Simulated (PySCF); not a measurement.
## Excitation energy of Al by level of theory

Al [Ne] 3s2 3p1 (2P) → Al [Ne] 3s2 3d1 (2D), as a difference of total energies. Calculation: PySCF 2.14, in aug-cc-pVTZ-DK (6s5p3d2f, 50 functions); scalar relativity by spin-free X2C-1e. Correlated levels: valence: [Ne] frozen. The calculations carry no spin-orbit coupling.

```csv
method,excitation energy (cm⁻¹),error (cm⁻¹)
UHF,35513,+3151
LDA,33269,+907
PBE,32858,+496
PBE0,34168,+1806
r2SCAN,35170,+2808
CAM-B3LYP,35349,+2987
M06-2X,33445,+1084
revPBE,32638,+277
B3LYP,33257,+895
MP2 (valence),35617,+3255
SCS-MP2 (valence),35653,+3292
```

Reference: 32362 cm⁻¹ (measured; NIST levels, between the centres of gravity of the two terms).

Errors of the correlated levels include the incompleteness of this basis and the frozen core.

The promoted electron is Rydberg-like, and one or two diffuse shells describe it only roughly, which tends to raise the upper state.
